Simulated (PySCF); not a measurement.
**Correlation energy of P⁺ (phosphorus, charge +1)**

[Ne] 3s2 3p2, high-spin 3P determinant. Computed with PySCF 2.14 in aug-cc-pwCVTZ (8s7p5d3f, 75 functions), with the non-relativistic Hamiltonian (point nucleus). Frozen: 1s2; 12 electrons correlated.

MP2 pair energies summed by pair of shells (mhartree):

| pair | energy | share (%) |
| --- | --- | --- |
| 2p-2p | -170.04 | 52.2 |
| 2s-2p | -43.59 | 13.4 |
| 3s-3p | -39.85 | 12.2 |
| 2p-3s | -20.74 | 6.4 |
| 3s-3s | -17.59 | 5.4 |
| 2p-3p | -14.13 | 4.3 |
| 2s-2s | -8.25 | 2.5 |
| 3p-3p | -6.59 | 2.0 |
| 2s-3s | -2.70 | 0.8 |
| 2s-3p | -2.12 | 0.7 |

Total MP2 correlation energy: -325.61 mhartree.

Same-spin part -86.62 and opposite-spin part -238.98 mhartree; SCS-MP2 scales them by 1/3 and 6/5 to -315.65 mhartree.
